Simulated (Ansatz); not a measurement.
Consider the formal loss of a carbene: `C[C@H]1C[Si@H]1Cl` → `Cl[SiH]1CC1` + `[CH2]` (triplet).

Gas-phase electronic energies from Ansatz, PBE0-D4/def2-TZVP geometries. CCSD(T)/CBS adds triple-zeta CCSD(T) − MP2 to the extrapolated MP2 energy (def2 sets, frozen cores). This one scheme is used for every species. Triplets are unrestricted, without spin–orbit coupling.

```tsv
species	HF/def2-QZVPP energy (Eh)
`C[C@H]1C[Si@H]1Cl`	-866.21450
`Cl[SiH]1CC1`	-827.16519
`[CH2]` (triplet)	-38.94055
```

(1) Work out ΔE.

Largest T1 diagnostic among the species: 0.011.

Answers

(1) ΔE = (-827.16519) + (-38.94055) − (-866.21450) = 0.10876 Eh = +68.2 kcal/mol. CCSD(T)/CBS gives +104.6 kcal/mol.

From PBE to PBE0 (25 % exact exchange), in def2-TZVPP and without D4, ΔE moves by −1.9 kcal/mol. The D4 term adds +3.1 kcal/mol with B3LYP and +1.7 kcal/mol with PBE0; it sums over pairs of atoms, weighted by their polarisabilities, and B3LYP, whose exchange is more repulsive, gets the larger term.

B3LYP here is the variant with VWN-RPA as its local correlation; programs differ in this.
